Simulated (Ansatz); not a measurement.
Cost and result for the atomization energy of `O[SiH2]SBF` (9 atoms, 8 bonds).

```xyz
9

O     1.250   -0.830   -1.207
Si    0.382   -1.086    0.159
S    -1.494   -0.037    0.159
B    -0.841    1.626    0.396
F    -1.693    2.636    0.409
H     0.842   -1.037   -2.049
H     1.238   -0.616    1.265
H    -0.008   -2.508    0.317
H     0.323    1.852    0.551
```

Total charge 0; spin multiplicity 1. Geometry: relaxed with PBE0-D4/def2-TZVP. It is one conformer, not always the lowest. Program: Ansatz. All runs use 4 threads of an Intel Xeon 6975P-C on a shared host. Times are those of one run each, without the atoms' runs, and a repeat can differ threefold. Electronic energies, without spin–orbit coupling; frozen cores. CCSD(T)/CBS adds CCSD(T) − MP2 in def2-TZVPP to the MP2 limit, and its time is that of the two runs behind it. T1 = 0.013. B3LYP takes the VWN-RPA correlation (the form of Gaussian; ORCA's B3LYP/G).

CCSD(T)/CBS is a level of theory with its own doubt, some kJ/mol a heavy atom from the limit and from the frozen cores, so smaller differences don't rank the functionals.

| level | functions | wall time | atomization (kcal/mol) | difference from CCSD(T)/CBS | per bond |
| --- | --- | --- | --- | --- | --- |
| PBE-D4/def2-TZVPP (with forces) | 233 | 1.4 s | 807.6 | 9.5 | 1.2 |
| PBE0-D4/def2-TZVPP | 233 | 1.6 s | 792.6 | -5.5 | -0.7 |
| B3LYP-D4/def2-TZVPP (with forces) | 233 | 2.1 s | 794.0 | -4.1 | -0.5 |
| r2SCAN-D4/def2-TZVPP (with forces) | 233 | 2.2 s | 802.5 | 4.4 | 0.5 |
| B2PLYP/def2-TZVPP | 233 | 2.8 s | 788.1 | -10.0 | -1.3 |
| ωB97X-V/def2-TZVPP | 233 | 3.8 s | 800.9 | 2.8 | 0.3 |
| ωB97M-V/def2-TZVPP (with forces) | 233 | 5.5 s | 801.7 | 3.6 | 0.5 |
| MP2/def2-QZVPP | 431 | 11 s | 810.0 | 11.9 | 1.5 |
| CCSD(T)/def2-TZVPP | 233 | 30 s | 775.1 | -23.0 | -2.9 |
| CCSD(T)/CBS(def2) | – | 41 s | 798.1 | 0.0 | 0.0 |

The D4 term adds +7.8 kcal/mol with B3LYP and +4.1 kcal/mol with PBE0; it sums over pairs of atoms, weighted by their polarisabilities, and B3LYP, whose exchange is more repulsive, gets the larger term. From PBE to PBE0 (25 % exact exchange), in def2-TZVPP and without D4, the atomization energy moves by −14.2 kcal/mol: exact exchange takes away binding that semilocal exchange gives to molecules. In def2-TZVPP, CCSD(T) changes the Hartree–Fock value by +184.0 kcal/mol (the triples alone add +12.3 kcal/mol) and MP2 by +205.2 kcal/mol; breaking electron pairs costs correlation energy, which Hartree–Fock lacks.
